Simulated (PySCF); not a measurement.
CdCl₂, triplet, at a GFN2-xTB geometry (such geometries of metal compounds can be far from the true shape) (a higher spin typed on purpose: for a closed-shell molecule this is an excited state) (all electrons, no relativity). Base run: PBE0/3-21G (PySCF).

PySCF was given this input:
```python
from pyscf import gto, scf, dft

mol = gto.M(
    atom='''
Cd   -0.747333    0.298517   -0.472689
Cl    1.834772   -0.118843   -0.374323
Cl    0.275346   -0.724029    1.708975
''',
    basis='3-21g',
    charge=0,
    spin=2,
    verbose=4,
)

mf = dft.UKS(mol)
mf.xc = 'pbe0'
mf.kernel()
```

Variants of this job, named by their change:

```json
[
 {"change": "base", "ΔE vs base (µEh)": "0.0", "SCF cycles": "10", "<S^2>": "2.003"},
 {"change": "diis = off; damp = 0.6 (with mf.diis_start_cycle = 200; with mf.max_cycle = 150)", "ΔE vs base (µEh)": "0.0", "SCF cycles": "27", "<S^2>": "2.003"},
 {"change": "conv_tol = 1e-11", "ΔE vs base (µEh)": "0.0", "SCF cycles": "11", "<S^2>": "2.003"},
 {"change": "DIIS = EDIIS", "ΔE vs base (µEh)": "0.0", "SCF cycles": "42", "<S^2>": "2.003"},
 {"change": "solver = newton; init_guess = 1e", "ΔE vs base (µEh)": "0.0", "SCF cycles": "-", "<S^2>": "2.003"},
 {"change": "init_guess = atom", "ΔE vs base (µEh)": "0.0", "SCF cycles": "10", "<S^2>": "2.003"},
 {"change": "diis = off; damp = 0.3 (with mf.diis_start_cycle = 200; with mf.max_cycle = 150)", "ΔE vs base (µEh)": "0.0", "SCF cycles": "17", "<S^2>": "2.003"},
 {"change": "conv_tol_grad = 1e-3", "ΔE vs base (µEh)": "0.0", "SCF cycles": "10", "<S^2>": "2.003"},
 {"change": "damp = 0.5; diis_start_cycle = 5", "ΔE vs base (µEh)": "0.0", "SCF cycles": "11", "<S^2>": "2.003"},
 {"change": "init_guess = vsap", "ΔE vs base (µEh)": "0.0", "SCF cycles": "10", "<S^2>": "2.003"},
 {"change": "diis_space = 4", "ΔE vs base (µEh)": "0.0", "SCF cycles": "11", "<S^2>": "2.003"},
 {"change": "conv_tol = 1e-7", "ΔE vs base (µEh)": "0.0", "SCF cycles": "8", "<S^2>": "2.003"},
 {"change": "solver = newton", "ΔE vs base (µEh)": "0.0", "SCF cycles": "-", "<S^2>": "2.003"}
]
```

Open shells are given as the SCF converged; they aren't shown to be the lowest states, and a large step between rows can be another state.
